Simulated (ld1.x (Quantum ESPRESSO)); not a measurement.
# u(r) = r·R(r): atom against pseudo-atom (Ti (Z = 22))

Columns: radius, all-electron u(r) and pseudo u(r) of the 3p shell (level -36.97 eV) of titanium in the configuration [Ne] 3s2 3p6 3d2.5 4s1.5 4p0; LDA (PZ), scalar-relativistic, TM scheme, ld1.x (Quantum ESPRESSO) 7.5.

```tsv
r (bohr)	all-electron	pseudo
0.108	0.4261	-0.0394
0.215	0.4907	-0.1498
0.322	0.1787	-0.3131
0.430	-0.2306	-0.5049
0.538	-0.5820	-0.6932
0.645	-0.8251	-0.8491
0.752	-0.9649	-0.9565
0.860	-1.0216	-1.0091
0.968	-1.0170	-1.0098
1.075	-0.9731	-0.9707
1.182	-0.9058	-0.9056
1.290	-0.8258	-0.8260
1.398	-0.7416	-0.7417
1.505	-0.6592	-0.6592
1.612	-0.5809	-0.5809
1.720	-0.5077	-0.5077
1.828	-0.4412	-0.4412
1.935	-0.3822	-0.3822
2.042	-0.3299	-0.3299
2.150	-0.2834	-0.2834
2.258	-0.2429	-0.2429
2.365	-0.2080	-0.2080
2.472	-0.1779	-0.1779
2.580	-0.1516	-0.1516
2.688	-0.1290	-0.1290
2.795	-0.1098	-0.1098
```

**Question.** How many radial nodes do the two functions have?

**Answer.** The all-electron 3p function has n − l − 1 = 1; the pseudo-wave has 0, since the states of the same l below it are removed with the core.

**Question.** Where does each function peak?

**Answer.** Outermost all-electron maximum near 0.86 bohr, pseudo maximum near 0.97 bohr (to the table’s step).

**Question.** Is the pseudo-wave norm-conserving?

**Answer.** Yes: the TM scheme keeps the norm inside the radius equal to the all-electron one, which fixes the energy derivative of the logarithmic derivative at the level.
